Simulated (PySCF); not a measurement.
Compound: 4-fluoro-2-methylaniline, C7H8FN.
SMILES with atom numbers: `[CH3:1][c:2]1[cH:3][c:4]([F:5])[cH:6][cH:7][c:8]1[NH2:9]`

Structure used (GFN2-xTB), in Å, numbered top down from 1:
```xyz
17
C7H8FN angstrom
C     -1.521   -1.279   -0.799
C     -0.310   -0.565   -0.275
C      0.931   -1.176   -0.299
C      2.041   -0.516    0.195
F      3.246   -1.137    0.160
C      1.951    0.758    0.720
C      0.715    1.375    0.740
C     -0.422    0.734    0.249
N     -1.656    1.350    0.351
H     -1.256   -2.278   -1.133
H     -2.280   -1.363   -0.022
H     -1.956   -0.744   -1.644
H      1.044   -2.172   -0.699
H      2.831    1.252    1.100
H      0.622    2.372    1.145
H     -2.357    1.056   -0.309
H     -1.631    2.345    0.508
```

NICS is the negative of the GIAO shielding at a point without a nucleus: at the ring centre (0) and 1 Å above and below it (1); zz is the component along the ring normal. Level: GIAO PBE0/pcSseg-1 (PySCF, non-relativistic, gas phase) on the GFN2-xTB geometry, one conformer.

Ring bond lengths (Å), with Mayer bond orders in brackets: C2–C3 1.384 (1.44), C3–C4 1.383 (1.43), C4–C6 1.380 (1.44), C6–C7 1.381 (1.44), C7–C8 1.394 (1.37), C8–C2 1.405 (1.30).

Question: What do the NICS probes read (ppm)?

Answer: 
```tsv
ring	type	NICS(0)	NICS(1), two faces	NICS(1)zz, two faces	rms pucker (Å)	centre to ring atoms, mean (Å)
C2–C3–C4–C6–C7–C8	6-membered carbocycle; formal bonds all aromatic	-10.3	-10.8 / -10.6	-25.1 / -24.9	0.00	1.39
```

Question: What do they say, and how far can they be read as aromaticity?

Answer: 
- C2–C3–C4–C6–C7–C8: mean NICS(1)zz -25.0 ppm, shielded, aromatic by this magnetic criterion (flat ring, no four-coordinate atom).

Question: And the bond-length index? HOMA = 1 − mean of α(R − Ropt)² over the ring bonds, with Krygowski's 1993 parameters (CC: Ropt 1.388 Å, α 257.7 Å⁻²).

Answer: 
- C2–C3–C4–C6–C7–C8: HOMA 0.98 = 1 − EN − GEO, with mean bond length 1.388 Å, EN = α(Ropt − mean)² = 0.000 and GEO = α × variance = 0.021. The geometric and the magnetic index point the same way.

Question: What are the shieldings of the ring atoms and their hydrogens in the same run (means over atoms taken as equivalent)?

Answer: 
| atoms | environment | σ isotropic (ppm) |
| --- | --- | --- |
| C2 | substituted aromatic carbon | 62.0 |
| C3 | aromatic CH carbon | 63.9 |
| C4 | aromatic C–F carbon | 22.2 |
| C6 | aromatic CH carbon | 67.2 |
| C7 | aromatic CH carbon | 69.5 |
| C8 | aromatic carbon bearing nitrogen | 40.9 |
| H13 | aromatic hydrogen | 24.62 |
| H14 | aromatic hydrogen | 24.66 |
| H15 | aromatic hydrogen | 25.07 |
